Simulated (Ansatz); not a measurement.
**Question.** Predict a relaxed structure of Si(OAc)H3 (C2H6O2Si), charge 0, singlet, at PBE0-D4/def2-SVP (Ansatz).

**Answer.** 
| atom | x (Å) | y (Å) | z (Å) |
| --- | --- | --- | --- |
| C1 | 0.546 | -0.225 | -0.311 |
| C2 | 1.835 | -0.656 | 0.317 |
| O3 | -0.364 | 0.181 | 0.585 |
| O4 | 0.306 | -0.227 | -1.493 |
| Si5 | -1.877 | 0.693 | -0.051 |
| H6 | 2.543 | -0.968 | -0.457 |
| H7 | 1.645 | -1.485 | 1.015 |
| H8 | 2.253 | 0.172 | 0.908 |
| H9 | -2.554 | -0.430 | -0.752 |
| H10 | -1.699 | 1.875 | -0.934 |
| H11 | -2.634 | 1.070 | 1.172 |
Point group Cs (tolerance 0.1 Å). This is one stationary point.
